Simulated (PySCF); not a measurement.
YOCl, SMILES [O]=[Y][Cl]. Atoms are numbered in the order given.

```xyz
3

Y      0.3167    -0.5012     0.0000
O     -1.0421    -1.6765     0.0000
Cl    -0.2362     1.9388     0.0000
```

The structure is a stationary point at PBE0-D3(BJ)/def2-TZVP. The def2 effective core potentials stand for the cores of Y; spin–orbit coupling is left out.

Level of theory: PBE/def2-TZVPD in PySCF.

Symmetry labels are those of the subgroup Cs that the program uses (full group Cs).

Computed valence orbital energies around the gap with their symmetry:
| orbital | symmetry | energy (eV) |
|---|---|---|
| HOMO−7 | A' | -19.12 |
| HOMO−6 | A' | -18.43 |
| HOMO−5 | A' | -7.58 |
| HOMO−4 | A" | -7.01 |
| HOMO−3 | A' | -6.98 |
| HOMO−2 | A" | -6.33 |
| HOMO−1 | A' | -6.19 |
| HOMO | A' | -5.75 |
| LUMO | A' | -3.16 |
| LUMO+1 | A" | -1.96 |
| LUMO+2 | A' | -1.94 |
| LUMO+3 | A" | -0.81 |
